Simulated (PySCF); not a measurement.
C2H3O3, SMILES COC([O])=O, multiplicity 2.

Geometry: r2SCAN-D4/def2-SVP. The geometry has at least one imaginary mode, so it is a saddle point at that level. The isomer is the one that the SMILES or the coordinates give; other isomers of the formula were not compared.

All values below come from r2SCAN/def2-TZVP in PySCF.

Isolated molecule, no solvent.

```
Property                                                                                                         Value
---------------------------------------------------------------------------------------------  -----------------------
total energy                                                                                        -303.61474 hartree
point group                                                                                                         Cs
α spin, highest occupied and lowest empty level                                                     -8.47 and -0.14 eV
β spin, highest occupied and lowest empty level                                                     -8.07 and -6.04 eV
dipole moment                                                                                                   3.47 D
quadrupole, principal values (traceless, Buckingham form, about the centre of nuclear charge)    -4.29, 1.81, 2.48 D·Å
mean static polarisability                                                                        38.2 bohr³ (5.66 Å³)
polarisability, principal values                                                                25.3, 37.9, 51.4 bohr³
⟨S²⟩                                                                                           0.757 (pure state 0.75)
```
